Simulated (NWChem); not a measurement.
A series in which one site is exchanged, each optimised at PBE0/def2-SVP with NWChem, gas phase unless a solvent is named. All stand in one matching conformer (torsions within 35°), which need not be the lowest. Some are not confirmed as minima by frequencies. def2 effective core potentials on Sr; no spin-orbit coupling.

A: [Cl][Sr][OH] (SrHOCl; site = Sr)
B: [Cl][Zn][OH] (ZnHOCl; site = Zn)
C: [OH][Mg][Cl] (MgHOCl; site = Mg)

```tsv
quantity	A	B	C
dipole (D), PBE0/def2-SVP	5.02	…	2.17
orbital gap (eV), PBE0/def2-SVP	5.48	…	6.83
vertical ionisation energy, ΔSCF, CAM-B3LYP/def2-SVP (eV)	9.63	…	10.94
```

Q: Complete the blanks.

A: 
- dipole (D), PBE0/def2-SVP, B: 1.90
- orbital gap (eV), PBE0/def2-SVP, B: 6.99
- vertical ionisation energy, ΔSCF, CAM-B3LYP/def2-SVP (eV), B: 10.86
